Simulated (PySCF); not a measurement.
Gas-phase equilibrium of 1 mol ZnCl2, 0.81 mol H2O at 1000 K and 10.0 bar, among 18 species (ClO, O2, HCl, O, HO2, Zn, H2O, H, Zn(OH)2, HOCl, H2O2, O3, H2, ZnH2, ZnCl2, Cl, Cl2, OH). Only gases are allowed; each row takes one source of thermochemistry for all species, and Cantera finds the minimum.

Energies from PySCF, thermal terms from the rigid-rotor harmonic-oscillator model, ideal gas at 1 bar. † marks an energy on the PBE0/def2-TZVP geometry and frequencies; other levels use their own. 6-31G* has spherical d functions here. Open shells (unrestricted) among the columns below: O2 (multiplicity 3); the rest are closed-shell singlets. B3LYP is the form with VWN-RPA correlation. Zn: all electrons, no relativistic terms. No R ln 2 is added for the mirror-image form of Zn(OH)2. Zn(OH)2: computed as isolated molecules; such fragments, hydroxides, amides, oligomers or adducts are transient or little studied in the gas. The harmonic model lacks anharmonicity and excited electronic states, which grow with temperature; levels with a mode under 35 cm⁻¹ are left out. Soft modes under 120 cm⁻¹ make the harmonic entropy rough for ZnCl2.

Molecules larger than those listed are left out. Table species left out: Zn+.

Mole fractions:

```json
[
 {"thermochemistry": "B3LYP/6-31G*", "x ZnCl2": "0.55", "x H2O": "0.44", "x HCl": "0.0078", "x Zn(OH)2": "0.0039", "x H2": "1.8e-5", "x O2": "9.0e-6", "x Zn": "5.5e-11"},
 {"thermochemistry": "B3LYP/def2-TZVP†", "x ZnCl2": "0.55", "x H2O": "0.45", "x HCl": "0.0013", "x Zn(OH)2": "0.00064", "x H2": "3.5e-7", "x O2": "2.1e-6", "x Zn": "3.9e-6"},
 {"thermochemistry": "PBE/def2-SVP", "x ZnCl2": "0.55", "x H2O": "0.45", "x HCl": "0.0019", "x Zn(OH)2": "0.00095", "x H2": "5.3e-6", "x O2": "3.0e-6", "x Zn": "7.5e-7"},
 {"thermochemistry": "PBE0/def2-TZVP", "x ZnCl2": "0.55", "x H2O": "0.45", "x HCl": "0.00074", "x Zn(OH)2": "0.00037", "x H2": "3.2e-7", "x O2": "4.3e-7", "x Zn": "5.5e-7"},
 {"thermochemistry": "r2SCAN/def2-TZVP†", "x ZnCl2": "0.55", "x H2O": "0.45", "x HCl": "0.0012", "x Zn(OH)2": "0.00060", "x H2": "1.2e-6", "x O2": "6.1e-7", "x Zn": "4.4e-8"},
 {"thermochemistry": "ωB97M-V/def2-TZVP†", "x ZnCl2": "0.55", "x H2O": "0.45", "x HCl": "0.00088", "x Zn(OH)2": "0.00044", "x H2": "2.3e-7", "x O2": "2.0e-7", "x Zn": "1.6e-7"}
]
```
The most sensitive of these is Zn: it spans a factor of 10^4.8 over these rows; at this temperature one factor of ten is RT ln 10 = 19 kJ/mol.
